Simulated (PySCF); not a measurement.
These 3 structures share the formula C2H9NSi. Method: PBE0-D3(BJ)/def2-SVP geometry optimisation, gas phase in PySCF 2.14.0. One conformer each; no zero-point energy, no entropy. No frequencies were run at this level. Point groups hold within 0.08 Å.

**Question.** Rank from lowest to highest electronic energy at this level (kJ/mol).
A. `[CH3:1][NH:2][SiH2:3][CH3:4]` with C1–N2–Si3–C4 -62°
B. `[CH3:1][CH2:2][NH:3][SiH3:4]` with C1–C2–N3–Si4 -148°
C. `CN(C)[SiH3]`

**Answer.** A (0.0), B (30.9), C (60.3).

As drawn, the lowest has an N–H bond and an Si–C bond, which the highest lacks.

```json
{"SMILES": "CN[SiH2]C", "E (Eh)": "-425.41975", "E rel (kJ/mol)": "0.0", "dipole (D)": "0.89", "point group": "C1", "A, B, C (MHz)": "9836, 3530, 2905"}
{"SMILES": "CCN[SiH3]", "E (Eh)": "-425.40800", "E rel (kJ/mol)": "30.9", "dipole (D)": "1.24", "point group": "C1", "A, B, C (MHz)": "21089, 2422, 2361"}
{"SMILES": "CN(C)[SiH3]", "E (Eh)": "-425.39677", "E rel (kJ/mol)": "60.3", "dipole (D)": "0.95", "point group": "–", "A, B, C (MHz)": "8414, 4410, 3123"}
```

**Question.** How do the relative energies change in single points at PBE0/pcSseg-1 (no added dispersion term) on the same geometries?

**Answer.** 
```json
{"SMILES": "CN[SiH2]C", "PBE0-D3(BJ)/def2-SVP (kJ/mol)": "0.0", "PBE0/pcSseg-1 (kJ/mol)": "0.0", "shift": "0.0"}
{"SMILES": "CCN[SiH3]", "PBE0-D3(BJ)/def2-SVP (kJ/mol)": "30.9", "PBE0/pcSseg-1 (kJ/mol)": "33.0", "shift": "+2.1"}
{"SMILES": "CN(C)[SiH3]", "PBE0-D3(BJ)/def2-SVP (kJ/mol)": "60.3", "PBE0/pcSseg-1 (kJ/mol)": "65.1", "shift": "+4.8"}
```

Each column counts from its own lowest isomer. The order is unchanged; the largest shift is 4.8 kJ/mol.
